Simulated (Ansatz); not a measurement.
C5H9N (SMILES C#CC(C)(C)N), singlet, at a GFN2-xTB geometry; HF/def2-TZVPD (Ansatz, a program for electronic structure).

Ansatz was given this input:
Ansatz 0.2 input:
```yaml
crystal:
  periodic: [false, false, false]
  atoms:
    - {symbol: C, position_ang: [2.09659958, -0.87517472, 0.58613531]}
    - {symbol: C, position_ang: [1.01208764, -0.47872586, 0.26908146]}
    - {symbol: C, position_ang: [-0.27762834, 0.12521304, -0.07531746]}
    - {symbol: C, position_ang: [-1.38964635, -0.57923770, 0.70944324]}
    - {symbol: C, position_ang: [-0.51284742, -0.01425437, -1.58326477]}
    - {symbol: N, position_ang: [-0.31076856, 1.54844074, 0.26272934]}
    - {symbol: H, position_ang: [3.03643320, -1.26046074, 0.85061074]}
    - {symbol: H, position_ang: [-1.20307919, -0.50588897, 1.77908130]}
    - {symbol: H, position_ang: [-2.34142671, -0.10419700, 0.48710888]}
    - {symbol: H, position_ang: [-1.43837615, -1.63053528, 0.43745850]}
    - {symbol: H, position_ang: [-1.44904394, 0.47082811, -1.84634874]}
    - {symbol: H, position_ang: [0.29487886, 0.45935096, -2.13787198]}
    - {symbol: H, position_ang: [-0.55795359, -1.06321699, -1.86472481]}
    - {symbol: H, position_ang: [-0.15435552, 1.68000215, 1.25645009]}
    - {symbol: H, position_ang: [0.41691222, 2.04811021, -0.23733612]}
basis:
  gaussian:
    orbitals: def2-TZVPD
hamiltonian:
  xc: hf
```

Output, abridged:

```
Functional definition: HF
1910 factors; their error is unknown
mean field evaluation 1: about -6771.9893 eV, gradient 4.4e1 eV
mean field evaluation 2: about -6776.3108 eV, gradient 1.7e1 eV
mean field evaluation 4: about -6777.0428 eV, gradient 2.0e0 eV
mean field evaluation 8: about -6777.0524 eV, gradient 2.9e-2 eV
mean field -6777.14446853 eV, -249.0554655050 hartree, gradient 2.7e-5 eV, S^2 0.000000; 0 other end points of the search recorded, 0 dependent functions left out
reference -6777.14446853 eV, -249.0554655050 hartree; 23, 23 occupied and 280, 280 virtual orbitals, 1910 factors
Total energy: -6777.14446853 eV, -249.0554655050 hartree
```
